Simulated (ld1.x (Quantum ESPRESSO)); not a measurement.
## Reading a pseudo-wave (chlorine (Cl))

Columns: radius, all-electron u(r) and pseudo u(r) of the 3s shell (level -21.17 eV) of chlorine in the configuration [Ne] 3s1 3p6; PBE, non-relativistic, TM scheme, ld1.x (Quantum ESPRESSO) 7.5.

| r (bohr) | all-electron | pseudo |
| --- | --- | --- |
| 0.060 | 0.2235 | 0.0242 |
| 0.120 | 0.0069 | 0.0490 |
| 0.180 | -0.2362 | 0.0753 |
| 0.240 | -0.3891 | 0.1037 |
| 0.300 | -0.4384 | 0.1351 |
| 0.360 | -0.4038 | 0.1703 |
| 0.420 | -0.3114 | 0.2100 |
| 0.480 | -0.1846 | 0.2548 |
| 0.540 | -0.0414 | 0.3054 |
| 0.600 | 0.1050 | 0.3617 |
| 0.660 | 0.2457 | 0.4233 |
| 0.720 | 0.3752 | 0.4891 |
| 0.780 | 0.4904 | 0.5573 |
| 0.840 | 0.5900 | 0.6252 |
| 0.900 | 0.6738 | 0.6899 |
| 0.960 | 0.7422 | 0.7482 |
| 1.020 | 0.7960 | 0.7977 |
| 1.080 | 0.8362 | 0.8365 |
| 1.140 | 0.8641 | 0.8641 |
| 1.200 | 0.8810 | 0.8810 |
| 1.260 | 0.8884 | 0.8884 |
| 1.320 | 0.8876 | 0.8876 |
| 1.380 | 0.8798 | 0.8798 |
| 1.440 | 0.8663 | 0.8663 |
| 1.500 | 0.8481 | 0.8481 |
| 1.560 | 0.8261 | 0.8261 |

(1) How many radial nodes do the two functions have?

(2) At about which radius was the pseudo-wave matched?

(3) Is the pseudo-wave norm-conserving?

## Answers

(1) The all-electron 3s function has n − l − 1 = 2; the pseudo-wave has 0, since the states of the same l below it are removed with the core.

(2) 1.20 bohr. The columns agree to 0.0005 from 1.08 bohr on; several derivatives are matched, so the curves merge somewhat inside the radius.

(3) Yes: the TM scheme keeps the norm inside the radius equal to the all-electron one, which fixes the energy derivative of the logarithmic derivative at the level.
